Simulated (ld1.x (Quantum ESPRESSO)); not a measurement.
# What one change does to a pseudopotential (Hf, TM)

ld1.x (Quantum ESPRESSO) 7.5 input, shortened:

```
&input
   title='Hf', zed=72., rel=1, dft='PBE', iswitch=3,
   config='[Xe] 4f14 5d2 6s2 6p0'
 /
 &inputp
   pseudotype=2, tm=.true., lloc=2,
   nlcc=.false.
 /
3
6S  1  0   2.00   0.00  2.25  2.25  0.0
6P  2  1   0.00   0.00  4.20  4.20  0.0
5D  3  2   2.00   0.00  3.05  3.05  0.0
 &test
   configts(1)='5d2 6s2 6p0'
 /
```

Change: all radii scaled by about 1.39 (s 3.14, p 5.84, d 4.24 bohr).

Cutoffs: the cutoffs (Ry, on a coarse ladder) from which the occupation-weighted sum of valence levels, in a spherical-Bessel basis at the reference potential, stays within 10 and 1 mRy of its value at 400 Ry; they do not see the model core or the augmentation charge, which bear on the density cutoff. Errors are all-electron minus pseudo energies relative to the spin-unpolarised reference configuration.

Question: Predict the effect on cutoff, ghosts and configuration errors.

Answer: The potential gets softer (18 Ry and 30 Ry → 12 Ry and 15 Ry); both files keep a bound ghost (s); the number of tests that count goes from 7 to 5; of the 5 tests that both files solve, the error grows in 2 and shrinks in 2 by more than 15 % and 0.3 meV (median size 136.2 → 27.8 meV). A larger radius leaves more room for a smooth pseudo-wave, so fewer plane waves are needed.

| quantity | base | changed |
| --- | --- | --- |
| cutoff, loose | 18 Ry | 12 Ry |
| cutoff, tight | 30 Ry | 15 Ry |
| loose cutoff by channel (10 mRy a level) | s 10 Ry, d 18 Ry | s 6 Ry, d 10 Ry |
| bound ghosts | s | s |
| tests counted (converged, no solver errors) | 7 of 7 | 5 of 7 |
| error for 5d2 6s0 6p0, meV [ΔE 22.16 eV] | +142 | -28 |
| error for 5d1 6s0 6p0, meV [ΔE 43.95 eV] | +303 | +304 |
| error for 5d2.5 6s1.5 6p0, meV [ΔE 1.26 eV] | +7.5 | +11 |
| error for 5d2 6s0 6p1, meV [ΔE 12.65 eV] | +136 | +22 |
| error for 5d3 6s1 6p0, meV [ΔE 2.59 eV] | +30 | +45 |

Base: These tests converged, but a pseudo level misses the all-electron one widely, so the file describes the atom poorly there or has found another state: 5d1 6s0 6p0: empty 6p by 5.2 eV. Changed file: Tests not counted: 5d2 6s1 6p0 (solver errors, printed error -3.2 eV); 5d1 6s2 6p1 (solver errors, printed error -63.2 eV). These tests converged, but a pseudo level misses the all-electron one widely, so the file describes the atom poorly there or has found another state: 5d2 6s0 6p0: empty 6s by 4.8 eV. A true bound ghost makes a file unfit for plane-wave use even where its test errors are small: the radial tests pick states by their node count and pass the ghost by. Where a test does run into it, the solver fails or the error is huge.
